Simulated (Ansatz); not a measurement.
Reaction (cleavage of the Ge–Ge bond): `[CH3][GeH]([F])[GeH3]` + `[GeH3][TeH]` → `[GeH3][Te][GeH3]` + `[CH3][GeH2][F]`

Gas-phase electronic energies from Ansatz, PBE0-D4/def2-TZVP geometries. CBS: MP2 limit from def2 TZ/QZ plus the TZ coupled-cluster correction, frozen cores. Functionals use def2-TZVPP. B3LYP here is the variant with VWN-RPA as its local correlation; programs differ in this. def2 core potentials past Kr. For Ge, Te outer-core shells are correlated without core-valence functions, which leaves a few kJ/mol of doubt a bond. Scalar relativity is left out up to krypton.

`[CH3][GeH]([F])[GeH3]`:

Cartesian coordinates in Å:
```
C -0.543 -1.595 -0.719
Ge -0.072 -0.390 0.731
F 1.400 -1.042 1.429
Ge 0.473 1.871 0.037
H 0.247 -1.604 -1.470
H -1.474 -1.273 -1.189
H -0.675 -2.605 -0.329
H -1.106 -0.439 1.875
H 1.597 1.837 -1.010
H 0.922 2.712 1.239
H -0.767 2.528 -0.594
```

`[GeH3][TeH]`:

```xyz
6

Ge    0.019   -0.665   -0.041
Te   -0.611    1.717   -0.727
H    -0.548   -0.996    1.347
H    -0.617   -1.572   -1.102
H     1.544   -0.840   -0.038
H     0.214    2.356    0.561
```

`[GeH3][Te][GeH3]`:

Cartesian coordinates in Å:
```
Ge -1.322 1.253 -0.233
Te 1.219 1.330 0.025
Ge 1.359 -1.213 0.234
H -1.701 0.422 -1.469
H -1.794 2.703 -0.405
H -1.961 0.631 1.018
H 2.843 -1.563 0.408
H 0.801 -1.878 -1.034
H 0.555 -1.687 1.456
```

`[CH3][GeH2][F]`:

Z-matrix (Å, degrees):
```
C
Ge 1 1.936
H 1 1.090 2 109.9
H 1 1.092 2 110.2 3 120.0
H 1 1.090 2 109.9 3 -120.0
F 2 1.748 1 106.4 3 59.8
H 2 1.538 1 113.5 3 175.4
H 2 1.538 1 113.5 3 -55.8
```

| level | ΔE (kcal/mol) | difference from CCSD(T)/CBS |
| --- | --- | --- |
| PBE-D4 | -8.4 | 2.0 |
| r2SCAN-D4 | -9.3 | 1.1 |
| PBE0-D4 | -9.5 | 0.9 |
| B3LYP-D4 | -9.2 | 1.2 |
| ωB97X-V | -9.5 | 0.9 |
| ωB97M-V | -9.5 | 0.9 |
| B2PLYP | -9.6 | 0.8 |
| PBE | -8.0 | 2.4 |
| r2SCAN | -9.2 | 1.2 |
| PBE0 | -9.2 | 1.2 |
| B3LYP | -8.4 | 2.0 |
| HF/def2-TZVPP | -11.6 | -1.2 |
| MP2/def2-TZVPP | -11.7 | -1.3 |
| SCS-MP2/def2-TZVPP | -11.2 | -0.8 |
| CCSD/def2-TZVPP | -9.2 | 1.2 |
| CCSD(T)/def2-TZVPP | -9.4 | 1.0 |
| HF/def2-QZVPP | -11.7 | -1.3 |
| MP2/def2-QZVPP | -12.3 | -1.9 |
| SCS-MP2/def2-QZVPP | -11.8 | -1.4 |
| HF/CBS(def2) | -11.7 | -1.3 |
| MP2/CBS(def2) | -12.7 | -2.3 |
| CCSD/CBS(def2) | -10.2 | 0.2 |
| CCSD(T)/CBS | -10.4 | 0 |

Largest T1 diagnostic among the species: 0.012.

The D4 term adds −0.8 kcal/mol with B3LYP and −0.4 kcal/mol with PBE0; it sums over pairs of atoms, weighted by their polarisabilities, and B3LYP, whose exchange is more repulsive, gets the larger term. From PBE to PBE0 (25 % exact exchange), in def2-TZVPP and without D4, ΔE moves by −1.2 kcal/mol.
